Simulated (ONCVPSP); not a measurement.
## Pseudopotential generation for molybdenum (Mo): ONCV, LDA (Perdew-Zunger), fully relativistic.

```json
{
  "Element": "Mo",
  "Generator": "ONCVPSP 4.0.1",
  "Type": "optimised norm-conserving Vanderbilt (ONCV)",
  "Functional": "LDA (Perdew-Zunger)",
  "Relativity": "fully relativistic",
  "Frozen core": "[Ar] 3d10",
  "Valence charge": "14",
  "Reference configuration": "4s2 4p6 4d6",
  "Partial waves": "4s: rc 1.90 bohr, ncon 4, nbas 7, qcut 8 1/bohr, 2 projectors, debl 1.6 Ha; 4p: rc 2.05 bohr, ncon 4, nbas 7, qcut 5.7 1/bohr, 3 projectors, debl 3.9 Ha; 4d: rc 2.05 bohr, ncon 4, nbas 9, qcut 7.9 1/bohr, 2 projectors, debl 0.6 Ha",
  "Local potential": "polynomial inside 1.40 bohr (lpopt 5, dvloc0 2 Ha)",
  "Core correction": "Teter function, fcfact 3.25, rcfact 1"
}
```

Open shells are filled in proportion to 2j + 1.

In the s channel the program set the typed energies aside and used -2.289, 0.250 Ha.

All-electron outer shells of the reference configuration (LDA (Perdew-Zunger), scalar-relativistic, ld1.x):

| shell | level (eV) | outermost node (bohr) | outermost maximum (bohr) |
| --- | --- | --- | --- |
| 4s | -62.33 | 0.51 | 0.99 |
| 4p | -36.59 | 0.52 | 1.06 |
| 4d | -2.52 | 0.53 | 1.42 |

Problem. Estimate the cutoffs (Ha) at which the residual kinetic energy of the hardest occupied pseudo-wave falls to 1 and 0.1 mHa per electron.

Solution. 18 Ha and 22 Ha.

Problem. What does a ghost test show?

Solution. No bound ghost flagged; no localised positive-energy state flagged.

Problem. Tests: 4s2 4p6 4d5 5s1; 4s2 4p6 4d5; 4s2 4p6 4d4; 4s2 4p6 4d4 5s1. Which has the largest error in its energy relative to the reference configuration, and how large is it?

Solution. 4s2 4p6 4d4 5s1, with -0.9 meV (all-electron minus pseudo) on +7.44 eV.
